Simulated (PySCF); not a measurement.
Compound: C₇H₁₄P (charge +1).
Bonds: C1–C2, C2–P3, P3–C4, C4–C5, C5–C6, C6–C7, C7–C8, C1–C6, P3–C8. Hydrogens: H9, H10 on C1; H11, H12 on C2; H13 on P3; H14, H15 on C4; H16, H17 on C5; H18 on C6; H19, H20 on C7; H21, H22 on C8.

Computed with PySCF at PBE0/pcSseg-1, non-relativistic, on one gas-phase PBE0-D3(BJ)/def2-SVP geometry that isn't relaxed in the solvent. The solvent is an IEF-PCM continuum (van der Waals radii × 1.2). Specific hydrogen bonds and non-electrostatic terms are outside this model.

Gas phase at PBE0/pcSseg-1: HOMO -13.03 eV, LUMO -3.71 eV.

Question: What does the continuum do to the energy and the frontier levels at PBE0/pcSseg-1 in methanol and dimethylsulfoxide?

Answer: 
| solvent | ε | E(solvent) − E(gas) (kcal/mol) | polarisation term (kcal/mol) | distortion of the solute (kcal/mol) | HOMO (eV) | LUMO (eV) |
| --- | --- | --- | --- | --- | --- | --- |
| methanol | 32.61 | -52.00 | -53.04 | 1.04 | -8.96 | 0.45 |
| dimethylsulfoxide | 46.83 | -52.52 | -53.60 | 1.08 | -8.92 | 0.49 |

The first energy column is the sum of the next two and covers electrostatics alone. From methanol to dimethylsulfoxide the lowering changes by a factor 1.01, Born's factor 1 − 1/ε by 1.01 and ε itself by 1.4.

Question: Which radius a makes Born's formula ΔE = −(q²/2a)(1 − 1/ε) give the value in dimethylsulfoxide?

Answer: a = q²(1 − 1/ε)/(2|ΔE|) = 3.09 Å, with q = +1 e and |ΔE| = 0.0837 Eh; the farthest nucleus lies 2.87 Å from the centroid of the nuclei. The formula assumes a point charge at the centre of a sphere.

Question: Which ESP-fitted charges (PBE0/pcSseg-1) respond most in dimethylsulfoxide (means over atoms taken as equivalent)?

Answer: 
```json
{"atoms": "P3", "environment": "phosphonium phosphorus", "gas (e)": "+0.430", "solvent (e)": "+0.514", "change": "+0.084"}
{"atoms": "C6", "environment": "sp3 carbon at a ring junction", "gas (e)": "+0.102", "solvent (e)": "+0.181", "change": "+0.079"}
{"atoms": "H18", "environment": "methine hydrogen", "gas (e)": "+0.013", "solvent (e)": "-0.029", "change": "-0.042"}
{"atoms": "H9 (×6)", "environment": "methylene hydrogen", "gas (e)": "+0.064", "solvent (e)": "+0.048", "change": "-0.016"}
{"atoms": "C2/C4/C8", "environment": "sp3 carbon bound to phosphorus", "gas (e)": "-0.259", "solvent (e)": "-0.248", "change": "+0.011"}
{"atoms": "H11 (×6)", "environment": "methylene hydrogen", "gas (e)": "+0.142", "solvent (e)": "+0.135", "change": "-0.007"}
{"atoms": "C1/C5/C7", "environment": "ring CH2 carbon", "gas (e)": "-0.032", "solvent (e)": "-0.038", "change": "-0.006"}
{"atoms": "H13", "environment": "P–H hydrogen", "gas (e)": "+0.092", "solvent (e)": "+0.097", "change": "+0.005"}
```
